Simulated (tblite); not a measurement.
A geometry optimisation, step by step.

Species: C₆H₁₃PSe.
SMILES with atom numbers: `[CH2:1]=[CH:2][P@@:3]([CH3:4])(=[Se:5])[CH:6]([CH3:7])[CH3:8]` (hydrogens: H9, H10 on C1; H11 on C2; H12, H13, H14 on C4; H15 on C6; H16, H17, H18 on C7; H19, H20, H21 on C8)

Computed with GFN2-xTB (tblite), gas phase: L-BFGS steps from a force-field or distance-geometry start until the largest atomic force falls under 0.01 eV/Å. 6 of its 159 geometries are shown.

Step 0: E = -684.1355 eV, largest atomic force 2.856 eV/Å
```
atom  x, y, z in Å  |  force x, y, z in eV/Å
C1      1.940    1.907   -0.618   -0.224   1.228  -0.239
C2      1.944    0.606   -0.489   -0.120  -1.130  -0.821
P3      0.684   -0.115    0.588    1.307   0.135  -0.955
C4      0.943   -1.883    0.568    0.403  -1.970  -0.220
Se5     1.312    0.565    2.378    0.145   0.907   2.704
C6     -0.902    0.402   -0.120   -0.668   0.112  -0.485
C7     -1.351   -0.601   -1.162   -0.337   0.088  -0.473
C8     -2.001    0.506    0.901   -1.221   0.493   0.217
H9      2.639    2.473   -1.222   -0.014  -0.147   0.222
H10     1.169    2.485   -0.097    0.393  -0.091  -0.244
H11     2.668   -0.058   -0.959   -0.073   0.199   0.104
H12     0.271   -2.396   -0.132    0.130  -0.035   0.308
H13     1.979   -2.129    0.229   -0.571   0.445   0.239
H14     0.855   -2.328    1.593   -0.172   0.526  -0.767
H15    -0.791    1.391   -0.604    0.420  -0.303   0.187
H16    -2.324   -0.237   -1.536    0.443  -0.357  -0.167
H17    -1.514   -1.583   -0.687    0.110   0.383  -0.493
H18    -0.619   -0.640   -1.981   -0.350  -0.278   0.157
H19    -2.654    1.347    0.577    0.164  -0.545   0.493
H20    -2.611   -0.418    0.856    0.335   0.555   0.557
H21    -1.645    0.725    1.919   -0.101  -0.215  -0.325
```

Step 32: E = -684.8261 eV, largest atomic force 0.198 eV/Å
```
atom  x, y, z in Å  |  force x, y, z in eV/Å
C1      2.011    1.870   -0.737    0.050  -0.017  -0.017
C2      1.855    0.571   -0.544   -0.026   0.029   0.017
P3      0.673   -0.071    0.674    0.143  -0.065   0.001
C4      0.984   -1.877    0.551   -0.038   0.060   0.061
Se5     1.042    0.647    2.615   -0.030   0.026  -0.058
C6     -0.989    0.388   -0.077    0.178  -0.012   0.085
C7     -1.352   -0.513   -1.253    0.021   0.076   0.108
C8     -2.050    0.429    1.010    0.081   0.010  -0.086
H9      2.725    2.259   -1.440    0.131   0.053  -0.065
H10     1.448    2.605   -0.185   -0.107  -0.039   0.030
H11     2.473   -0.163   -1.045   -0.028   0.038  -0.072
H12     0.496   -2.327   -0.310    0.087  -0.015   0.007
H13     2.069   -1.977    0.485   -0.050  -0.096  -0.033
H14     0.660   -2.365    1.468   -0.108   0.021   0.007
H15    -0.787    1.409   -0.435   -0.108  -0.035  -0.017
H16    -2.160   -0.060   -1.822   -0.011  -0.002  -0.017
H17    -1.694   -1.484   -0.896    0.029   0.005  -0.022
H18    -0.500   -0.657   -1.918   -0.047   0.046   0.018
H19    -2.919    0.997    0.691   -0.068  -0.029  -0.067
H20    -2.357   -0.579    1.274   -0.050  -0.037   0.070
H21    -1.638    0.914    1.895   -0.048  -0.018   0.050
```

Step 63: E = -684.9187 eV, largest atomic force 0.069 eV/Å
```
atom  x, y, z in Å  |  force x, y, z in eV/Å
C1      2.096    1.845   -0.810    0.020   0.002   0.008
C2      1.862    0.552   -0.652   -0.016   0.019  -0.024
P3      0.725   -0.004    0.652   -0.035   0.043  -0.032
C4      0.862   -1.830    0.632   -0.021   0.009  -0.011
Se5     1.145    0.838    2.525   -0.016   0.008   0.005
C6     -0.962    0.413   -0.034    0.003   0.001  -0.008
C7     -1.296   -0.404   -1.276   -0.024  -0.008   0.011
C8     -2.006    0.256    1.062    0.000  -0.012  -0.011
H9      2.777    2.229   -1.552   -0.002  -0.017  -0.003
H10     1.619    2.574   -0.171    0.014  -0.030  -0.009
H11     2.353   -0.203   -1.252   -0.001  -0.016   0.012
H12     0.683   -2.225   -0.365    0.051  -0.044  -0.014
H13     1.862   -2.094    0.975    0.010   0.014  -0.014
H14     0.138   -2.241    1.333   -0.006   0.008   0.021
H15    -0.889    1.473   -0.312    0.025   0.008   0.025
H16    -2.171    0.024   -1.762   -0.006  -0.003  -0.022
H17    -1.534   -1.432   -1.009    0.018  -0.021   0.004
H18    -0.476   -0.406   -1.994   -0.007   0.043   0.051
H19    -2.993    0.523    0.689    0.006   0.035   0.008
H20    -2.043   -0.772    1.418    0.006  -0.008  -0.003
H21    -1.761    0.903    1.903   -0.022  -0.032   0.005
```

Step 95: E = -684.9365 eV, largest atomic force 0.042 eV/Å
```
atom  x, y, z in Å  |  force x, y, z in eV/Å
C1      2.175    1.795   -0.853    0.009   0.000  -0.009
C2      1.826    0.529   -0.697    0.026  -0.031  -0.010
P3      0.701    0.040    0.644    0.030  -0.005  -0.007
C4      0.872   -1.784    0.692   -0.027  -0.012  -0.006
Se5     1.134    0.963    2.476   -0.012   0.006  -0.005
C6     -1.001    0.419   -0.015   -0.007   0.009   0.021
C7     -1.298   -0.343   -1.298    0.005  -0.002  -0.005
C8     -2.038    0.169    1.070   -0.022  -0.005   0.018
H9      2.861    2.117   -1.620   -0.010   0.014   0.008
H10     1.789    2.556   -0.192    0.012   0.006  -0.003
H11     2.229   -0.262   -1.318   -0.029   0.019   0.006
H12     0.845   -2.216   -0.307    0.010   0.005   0.037
H13     1.824   -2.008    1.174   -0.004   0.002  -0.022
H14     0.071   -2.196    1.302    0.008  -0.007   0.018
H15    -0.963    1.495   -0.228    0.002   0.025  -0.003
H16    -2.258   -0.024   -1.700    0.001   0.010  -0.001
H17    -1.350   -1.413   -1.111   -0.014  -0.012   0.005
H18    -0.533   -0.153   -2.048    0.011   0.000  -0.014
H19    -3.006    0.560    0.764    0.003  -0.010   0.005
H20    -2.145   -0.895    1.273    0.007  -0.011  -0.019
H21    -1.743    0.667    1.993    0.001   0.000  -0.012
```

Step 126: E = -684.9482 eV, largest atomic force 0.025 eV/Å
```
atom  x, y, z in Å  |  force x, y, z in eV/Å
C1      2.279    1.732   -0.868   -0.005  -0.010   0.000
C2      1.769    0.516   -0.765   -0.001   0.002   0.007
P3      0.687    0.095    0.634    0.001  -0.005   0.006
C4      0.875   -1.719    0.817    0.007  -0.004  -0.002
Se5     1.116    1.144    2.396   -0.014   0.004   0.003
C6     -1.032    0.415   -0.009   -0.004   0.004   0.005
C7     -1.295   -0.251   -1.353   -0.016   0.007   0.011
C8     -2.051    0.019    1.050    0.010  -0.001   0.003
H9      2.915    2.033   -1.684    0.017  -0.013   0.001
H10     2.077    2.472   -0.109    0.006   0.007  -0.001
H11     1.970   -0.266   -1.486    0.005   0.001  -0.005
H12     0.770   -2.241   -0.132   -0.013   0.013  -0.005
H13     1.866   -1.899    1.233   -0.004   0.001  -0.011
H14     0.132   -2.074    1.529    0.012   0.005  -0.001
H15    -1.054    1.507   -0.133    0.004  -0.006   0.004
H16    -2.256    0.080   -1.742   -0.024  -0.004   0.003
H17    -1.330   -1.333   -1.250    0.023  -0.003  -0.005
H18    -0.528    0.014   -2.078    0.004  -0.006  -0.004
H19    -3.026    0.443    0.816   -0.010  -0.009  -0.002
H20    -2.154   -1.064    1.109    0.014   0.011  -0.007
H21    -1.739    0.394    2.025   -0.012   0.006   0.001
```

Step 158: E = -684.9575 eV, largest atomic force 0.009 eV/Å
```
atom  x, y, z in Å  |  force x, y, z in eV/Å
C1      2.435    1.635   -0.857    0.000   0.001   0.002
C2      1.730    0.519   -0.793    0.000  -0.001  -0.005
P3      0.648    0.173    0.625    0.001  -0.007   0.002
C4      0.865   -1.629    0.881    0.001  -0.008   0.004
Se5     1.056    1.303    2.340   -0.002   0.003  -0.002
C6     -1.087    0.425   -0.006   -0.003  -0.001  -0.002
C7     -1.318   -0.174   -1.387   -0.002  -0.004  -0.004
C8     -2.067   -0.111    1.030   -0.004  -0.003   0.005
H9      3.093    1.861   -1.680    0.004   0.003  -0.001
H10     2.379    2.364   -0.061   -0.002  -0.004   0.004
H11     1.779   -0.245   -1.560    0.000   0.001   0.002
H12     0.585   -2.205    0.002    0.002   0.003  -0.004
H13     1.915   -1.799    1.117    0.002   0.000   0.003
H14     0.264   -1.931    1.738    0.002   0.002   0.003
H15    -1.188    1.517   -0.059    0.003   0.006  -0.002
H16    -2.339    0.029   -1.704   -0.001   0.001   0.000
H17    -1.179   -1.253   -1.374   -0.002   0.001  -0.001
H18    -0.641    0.260   -2.120   -0.005   0.003   0.000
H19    -3.077    0.228    0.808    0.000   0.002   0.000
H20    -2.065   -1.199    1.039    0.004   0.000   0.001
H21    -1.795    0.249    2.022    0.000   0.002  -0.002
```

Q: Summarise the path.

A: The energy falls by 18.96 kcal/mol from step 0 to step 158; nine tenths of that is first reached at step 45. It falls at every step. The largest force goes from 2.856 to 0.009 eV/Å. Among the bonds P3=Se5 changes most, from 2.015 to 2.094 Å; the atoms move by 0.752 Å rms after alignment.

Q: Follow the three bonds and two angles with the largest change from start to end.

A: 
```json
{"step": "0", "E above end (kcal/mol)": "18.96", "largest force (eV/Å)": "2.856", "P3=Se5 (Å)": "2.015", "P3–C6 (Å)": "1.813", "P3–C4 (Å)": "1.787", "C2–P3–Se5 (°)": "100.2", "Se5–P3–C6 (°)": "121.5"}
{"step": "7", "E above end (kcal/mol)": "6.70", "largest force (eV/Å)": "0.371", "P3=Se5 (Å)": "2.104", "P3–C6 (Å)": "1.886", "P3–C4 (Å)": "1.842", "C2–P3–Se5 (°)": "108.6", "Se5–P3–C6 (°)": "119.0"}
{"step": "14", "E above end (kcal/mol)": "4.92", "largest force (eV/Å)": "0.156", "P3=Se5 (Å)": "2.100", "P3–C6 (Å)": "1.886", "P3–C4 (Å)": "1.837", "C2–P3–Se5 (°)": "110.7", "Se5–P3–C6 (°)": "114.4"}
{"step": "21", "E above end (kcal/mol)": "4.37", "largest force (eV/Å)": "0.233", "P3=Se5 (Å)": "2.104", "P3–C6 (Å)": "1.886", "P3–C4 (Å)": "1.840", "C2–P3–Se5 (°)": "111.7", "Se5–P3–C6 (°)": "114.2"}
{"step": "27", "E above end (kcal/mol)": "3.68", "largest force (eV/Å)": "0.216", "P3=Se5 (Å)": "2.099", "P3–C6 (Å)": "1.879", "P3–C4 (Å)": "1.838", "C2–P3–Se5 (°)": "111.5", "Se5–P3–C6 (°)": "115.5"}
{"step": "34", "E above end (kcal/mol)": "2.85", "largest force (eV/Å)": "0.172", "P3=Se5 (Å)": "2.101", "P3–C6 (Å)": "1.873", "P3–C4 (Å)": "1.832", "C2–P3–Se5 (°)": "113.0", "Se5–P3–C6 (°)": "116.2"}
{"step": "41", "E above end (kcal/mol)": "2.05", "largest force (eV/Å)": "0.117", "P3=Se5 (Å)": "2.099", "P3–C6 (Å)": "1.872", "P3–C4 (Å)": "1.835", "C2–P3–Se5 (°)": "114.3", "Se5–P3–C6 (°)": "114.4"}
{"step": "48", "E above end (kcal/mol)": "1.65", "largest force (eV/Å)": "0.120", "P3=Se5 (Å)": "2.096", "P3–C6 (Å)": "1.866", "P3–C4 (Å)": "1.837", "C2–P3–Se5 (°)": "113.9", "Se5–P3–C6 (°)": "113.5"}
{"step": "55", "E above end (kcal/mol)": "1.24", "largest force (eV/Å)": "0.093", "P3=Se5 (Å)": "2.097", "P3–C6 (Å)": "1.868", "P3–C4 (Å)": "1.836", "C2–P3–Se5 (°)": "112.0", "Se5–P3–C6 (°)": "114.4"}
{"step": "62", "E above end (kcal/mol)": "0.92", "largest force (eV/Å)": "0.091", "P3=Se5 (Å)": "2.096", "P3–C6 (Å)": "1.868", "P3–C4 (Å)": "1.830", "C2–P3–Se5 (°)": "112.8", "Se5–P3–C6 (°)": "114.9"}
{"step": "69", "E above end (kcal/mol)": "0.82", "largest force (eV/Å)": "0.048", "P3=Se5 (Å)": "2.097", "P3–C6 (Å)": "1.864", "P3–C4 (Å)": "1.830", "C2–P3–Se5 (°)": "113.6", "Se5–P3–C6 (°)": "114.7"}
{"step": "76", "E above end (kcal/mol)": "0.73", "largest force (eV/Å)": "0.077", "P3=Se5 (Å)": "2.098", "P3–C6 (Å)": "1.861", "P3–C4 (Å)": "1.834", "C2–P3–Se5 (°)": "113.6", "Se5–P3–C6 (°)": "114.0"}
{"step": "82", "E above end (kcal/mol)": "0.63", "largest force (eV/Å)": "0.060", "P3=Se5 (Å)": "2.096", "P3–C6 (Å)": "1.866", "P3–C4 (Å)": "1.833", "C2–P3–Se5 (°)": "113.3", "Se5–P3–C6 (°)": "113.9"}
{"step": "89", "E above end (kcal/mol)": "0.52", "largest force (eV/Å)": "0.042", "P3=Se5 (Å)": "2.096", "P3–C6 (Å)": "1.866", "P3–C4 (Å)": "1.833", "C2–P3–Se5 (°)": "113.3", "Se5–P3–C6 (°)": "114.2"}
{"step": "96", "E above end (kcal/mol)": "0.48", "largest force (eV/Å)": "0.042", "P3=Se5 (Å)": "2.097", "P3–C6 (Å)": "1.864", "P3–C4 (Å)": "1.832", "C2–P3–Se5 (°)": "113.6", "Se5–P3–C6 (°)": "113.9"}
{"step": "103", "E above end (kcal/mol)": "0.44", "largest force (eV/Å)": "0.029", "P3=Se5 (Å)": "2.097", "P3–C6 (Å)": "1.865", "P3–C4 (Å)": "1.833", "C2–P3–Se5 (°)": "114.0", "Se5–P3–C6 (°)": "113.4"}
{"step": "110", "E above end (kcal/mol)": "0.38", "largest force (eV/Å)": "0.057", "P3=Se5 (Å)": "2.096", "P3–C6 (Å)": "1.863", "P3–C4 (Å)": "1.835", "C2–P3–Se5 (°)": "114.3", "Se5–P3–C6 (°)": "112.9"}
{"step": "117", "E above end (kcal/mol)": "0.28", "largest force (eV/Å)": "0.056", "P3=Se5 (Å)": "2.096", "P3–C6 (Å)": "1.863", "P3–C4 (Å)": "1.832", "C2–P3–Se5 (°)": "114.3", "Se5–P3–C6 (°)": "113.1"}
{"step": "124", "E above end (kcal/mol)": "0.22", "largest force (eV/Å)": "0.033", "P3=Se5 (Å)": "2.095", "P3–C6 (Å)": "1.865", "P3–C4 (Å)": "1.832", "C2–P3–Se5 (°)": "114.2", "Se5–P3–C6 (°)": "113.0"}
{"step": "131", "E above end (kcal/mol)": "0.19", "largest force (eV/Å)": "0.037", "P3=Se5 (Å)": "2.095", "P3–C6 (Å)": "1.865", "P3–C4 (Å)": "1.831", "C2–P3–Se5 (°)": "114.4", "Se5–P3–C6 (°)": "112.9"}
{"step": "137", "E above end (kcal/mol)": "0.11", "largest force (eV/Å)": "0.069", "P3=Se5 (Å)": "2.095", "P3–C6 (Å)": "1.863", "P3–C4 (Å)": "1.834", "C2–P3–Se5 (°)": "114.5", "Se5–P3–C6 (°)": "112.8"}
{"step": "144", "E above end (kcal/mol)": "0.04", "largest force (eV/Å)": "0.029", "P3=Se5 (Å)": "2.095", "P3–C6 (Å)": "1.865", "P3–C4 (Å)": "1.834", "C2–P3–Se5 (°)": "114.5", "Se5–P3–C6 (°)": "112.5"}
{"step": "151", "E above end (kcal/mol)": "0.01", "largest force (eV/Å)": "0.022", "P3=Se5 (Å)": "2.094", "P3–C6 (Å)": "1.863", "P3–C4 (Å)": "1.834", "C2–P3–Se5 (°)": "114.8", "Se5–P3–C6 (°)": "112.6"}
{"step": "158", "E above end (kcal/mol)": "0.00", "largest force (eV/Å)": "0.009", "P3=Se5 (Å)": "2.094", "P3–C6 (Å)": "1.864", "P3–C4 (Å)": "1.833", "C2–P3–Se5 (°)": "114.9", "Se5–P3–C6 (°)": "112.7"}
```

What follows is the cost of the whole relaxation. On Arm Neoverse V1, one thread (shared host), this took 1.5 s.
